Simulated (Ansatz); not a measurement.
Cl2H2OSi, SMILES `O[SiH](Cl)Cl`, 6 atoms. Charge 0, multiplicity 1. Hardware: A = 2 threads of a server CPU on a shared host; B = 2 threads of an AMD EPYC 7R13 on a shared host and a share of an NVIDIA H100 80 GB. Correlated methods freeze the cores.

(1) Give the basis size and wall time and peak host memory of each of these runs in Ansatz. RKS PBE-D4/def2-TZVPP energy and forces [A]; RKS revPBE-D4/def2-TZVPP energy [A]; RHF-CCSD(T)/def2-TZVPP energy [B]; RHF-CCSD(T)/def2-QZVPP energy [B]; RKS ωB97M-V/def2-TZVPP energy and forces [A]; RHF-CCSD(T)/def2-SVP energy [A]; RKS CAM-B3LYP-D4/def2-TZVPP energy [A]; RKS PBE0-D4/def2-TZVP relaxation (7 steps) [A]. (Best estimate.)

Results:

(1) Computed: Other jobs shared the machine, so times are rough.

```csv
level,job,functions,wall time,peak host memory (GiB)
RKS revPBE-D4/def2-TZVPP,energy [A],185,2.9 s,0.41
RHF-CCSD(T)/def2-SVP,energy [A],78,3.6 s,0.41
RKS PBE-D4/def2-TZVPP,energy and forces [A],185,4.3 s,0.41
RKS CAM-B3LYP-D4/def2-TZVPP,energy [A],185,10 s,0.47
RKS ωB97M-V/def2-TZVPP,energy and forces [A],185,14 s,0.59
RKS PBE0-D4/def2-TZVP,relaxation (7 steps) [A],154,54 s,0.41
RHF-CCSD(T)/def2-TZVPP,energy [B],185,75 s,0.77
RHF-CCSD(T)/def2-QZVPP,energy [B],327,110 s,0.84
```
